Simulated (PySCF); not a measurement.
BH5N2Si, BH3NOSi (calculated)

Calculation on a computer-drawn molecule: the log of a Hartree-Fock and frozen-core CCSD(T) single point meant for a local Hartree-Fock minimum, with one planted fault or none, to be diagnosed. Offsets are logged minus clean, where the clean run is the same molecule without the fault. The reference is restricted for singlets and unrestricted otherwise, and also for a bond in bohr or an excited solution. Adding or removing an electron swaps singlet and doublet. The excited solution moves the top pair (singlet) or top alpha electron (doublet) to the lowest empty orbital. Highest occupied and lowest empty are orbital energies over both spins, largest force is the largest gradient component, triples share is (T) over the correlation energy, the T1 limit is 0.02 restricted and 0.045 unrestricted, electrons count all cores, a negative frequency is imaginary (commonest isotopes), and the dipole is about the centre of nuclear charge. Program: PySCF 2.14.0.

Common to all runs: meant multiplicity 1; meant basis cc-pV(D+d)Z; logged SCF converged yes; possible faults no fault, one electron removed, one electron added, multiplicity raised by two, geometry at a saddle point, SCF held on an excited solution, minimal basis STO-3G, one bond length entered in bohr, all coordinates scaled.

(1) 
```xyz
9
formula=BH5N2Si meant_charge=0 logged_electrons=38 logged_basis_functions=90 logged_spin_squared=2.1293 logged_highest_occupied=-2.6465 logged_lowest_empty=-0.98744 logged_largest_force=0.080536 logged_T1_diagnostic=0.035656 logged_D1_diagnostic=0.14661 logged_triples_share=0.036858 logged_CC_converged=yes logged_dipole_magnitude=3.4665 logged_SCF_stable_within_its_kind=yes logged_energy_HF=-425.26514 logged_energy_CCSD(T)=-425.83251 planted_fault=multiplicity_raised_by_two HF_energy_offset_from_clean_run=146.4 CCSD(T)_energy_offset_from_clean_run=144
N     -2.3695     2.0010    -0.0814
B     -1.6290     1.0154    -0.1084
N     -0.7884    -0.1062    -0.1393
Si    -1.2468    -1.7727    -0.3455
H     -2.9649     2.7824    -0.0607
H      0.1876     0.1013    -0.0275
H     -2.7146    -1.8095    -0.4865
H     -0.8261    -2.5803     0.8210
H     -0.6043    -2.3483    -1.5480
```

Units: logged_highest_occupied, logged_lowest_empty in eV; logged_largest_force in hartree/bohr; logged_dipole_magnitude in debye; logged_energy_HF, logged_energy_CCSD(T) in hartree; HF_energy_offset_from_clean_run, CCSD(T)_energy_offset_from_clean_run in kcal/mol.

Drawn bonds:
```
atom  other atom  order
   1           2      2
   2           3      1
   3           4      1
   1           5      1
   3           6      1
   4           7      1
   4           8      1
   4           9      1
```

(2) 
```xyz
9
formula=BH5N2Si meant_charge=0 logged_electrons=39 logged_basis_functions=90 logged_spin_squared=0.7575 logged_highest_occupied=2.8988 logged_lowest_empty=9.1092 logged_largest_force=0.047647 logged_T1_diagnostic=0.023474 logged_D1_diagnostic=0.12817 logged_triples_share=0.032681 logged_CC_converged=yes logged_dipole_magnitude=4.3123 logged_SCF_stable_within_its_kind=yes logged_energy_HF=-425.37634 logged_energy_CCSD(T)=-425.9633 planted_fault=one_electron_added HF_energy_offset_from_clean_run=76.58 CCSD(T)_energy_offset_from_clean_run=61.97
N     -2.3695     2.0010    -0.0814
B     -1.6290     1.0154    -0.1084
N     -0.7884    -0.1062    -0.1393
Si    -1.2468    -1.7727    -0.3455
H     -2.9649     2.7824    -0.0607
H      0.1876     0.1013    -0.0275
H     -2.7146    -1.8095    -0.4865
H     -0.8261    -2.5803     0.8210
H     -0.6043    -2.3483    -1.5480
```

Units: logged_highest_occupied, logged_lowest_empty in eV; logged_largest_force in hartree/bohr; logged_dipole_magnitude in debye; logged_energy_HF, logged_energy_CCSD(T) in hartree; HF_energy_offset_from_clean_run, CCSD(T)_energy_offset_from_clean_run in kcal/mol.

Drawn bonds:
```
atom  other atom  order
   1           2      2
   2           3      1
   3           4      1
   1           5      1
   3           6      1
   4           7      1
   4           8      1
   4           9      1
```

Notes: highest electron not bound in this basis.

(3) 
```xyz
7
formula=BH3NOSi meant_charge=1 logged_electrons=36 logged_basis_functions=80 logged_spin_squared=0 logged_highest_occupied=-8.2304 logged_lowest_empty=-13.086 logged_largest_force=0.43323 logged_CC_converged=no logged_dipole_magnitude=14.512 logged_SCF_stable_within_its_kind=no logged_energy_HF=-443.85458 planted_fault=SCF_held_on_an_excited_solution HF_energy_offset_from_clean_run=383.4
N      1.0036     1.9925    -2.0197
B      0.8097     0.9834    -1.3766
O      0.5735    -0.1452    -0.6487
Si    -0.2108    -1.1443     0.2529
H      1.1835     2.8073    -2.5494
H     -1.5633    -0.8081     0.6731
H      0.4840    -2.3679     0.6162
```

Units: logged_highest_occupied, logged_lowest_empty in eV; logged_largest_force in hartree/bohr; logged_dipole_magnitude in debye; logged_energy_HF in hartree; HF_energy_offset_from_clean_run in kcal/mol.

Drawn bonds:
```
atom  other atom  order
   1           2      2
   2           3      1
   3           4      1
   1           5      1
   4           6      1
   4           7      1
```

Notes: CCSD not converged.

(4) 
```xyz
7
formula=BH3NOSi meant_charge=1 logged_electrons=36 logged_basis_functions=80 logged_spin_squared=0 logged_highest_occupied=-15.652 logged_lowest_empty=-5.5569 logged_largest_force=1.644e-05 logged_lowest_frequency=63.449 logged_T1_diagnostic=0.019453 logged_D1_diagnostic=0.065143 logged_triples_share=0.029984 logged_CC_converged=yes logged_dipole_magnitude=6.3744 logged_SCF_stable_within_its_kind=yes logged_energy_HF=-444.46551 logged_energy_CCSD(T)=-445.00299 planted_fault=no_fault HF_energy_offset_from_clean_run=0 CCSD(T)_energy_offset_from_clean_run=0
N      1.0036     1.9925    -2.0197
B      0.8097     0.9834    -1.3766
O      0.5735    -0.1452    -0.6487
Si    -0.2108    -1.1443     0.2529
H      1.1835     2.8073    -2.5494
H     -1.5633    -0.8081     0.6731
H      0.4840    -2.3679     0.6162
```

Units: logged_highest_occupied, logged_lowest_empty in eV; logged_largest_force in hartree/bohr; logged_lowest_frequency in cm⁻¹; logged_dipole_magnitude in debye; logged_energy_HF, logged_energy_CCSD(T) in hartree; HF_energy_offset_from_clean_run, CCSD(T)_energy_offset_from_clean_run in kcal/mol.

Drawn bonds:
```
atom  other atom  order
   1           2      2
   2           3      1
   3           4      1
   1           5      1
   4           6      1
   4           7      1
```
